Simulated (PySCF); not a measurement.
SMILES [Cl][Al]([Br])[Br] (PBE0/def2-SVP optimised geometry):

```
4

Al    -0.488     0.000     0.000
Cl     1.595     0.000     0.000
Br    -1.594     1.937     0.000
Br    -1.595    -1.937     0.002
```

Method: PBE0/def2-TZVP (PySCF 2.14.0).

What are the frontier orbital energies and the dipole moment?

HOMO-2 -9.31 eV, HOMO-1 -9.12 eV, HOMO -8.79 eV, LUMO -1.51 eV, LUMO+1 -1.39 eV; dipole moment 0.22 D.

On the same geometry PBE/def2-TZVP (PySCF) gives HOMO-2 -7.98 eV, HOMO-1 -7.83 eV, HOMO -7.49 eV, LUMO -2.34 eV, LUMO+1 -2.13 eV; dipole moment 0.23 D.

Meta-Löwdin charges at PBE0/def2-TZVP: Al1 0.81, Cl2 -0.30, Br3 -0.26, Br4 -0.26.
